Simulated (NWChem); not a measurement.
Molecule: CH₄OSn, singlet; SMILES [O](C)[SnH]

```xyz
7

Sn     0.0104    -0.6508     0.0001
H     -1.7515    -0.2723    -0.0043
O      0.5409     1.2715    -0.0006
C     -0.2701     2.4033     0.0004
H     -0.0710     3.0218     0.8958
H     -0.0538     3.0349    -0.8817
H     -1.3523     2.1649    -0.0115
```
Atoms are numbered in this order, from 1.

Low-valent species are run as closed-shell singlets; no triplet was tried in these runs. All runs use the structure optimised with PBE0/def2-SVP. Not confirmed as a minimum by frequencies. def2 effective core potentials on Sn; no spin-orbit coupling.

**Question.** List the 4 lowest vertical singlet excitations from PBE0/def2-SVPD with def2 effective core potentials on Sn, TDA (NWChem).

**Answer.** 
| state | energy (eV) | oscillator strength | leading excitation (squared amplitude) |
|---|---|---|---|
| S1 | 3.22 | 0.028 | HOMO → LUMO (0.97) |
| S2 | 4.00 | 0.006 | HOMO−2 → LUMO (0.99) |
| S3 | 4.62 | 0.067 | HOMO−1 → LUMO (0.91) |
| S4 | 5.46 | 0.072 | HOMO → LUMO+1 (0.90) |
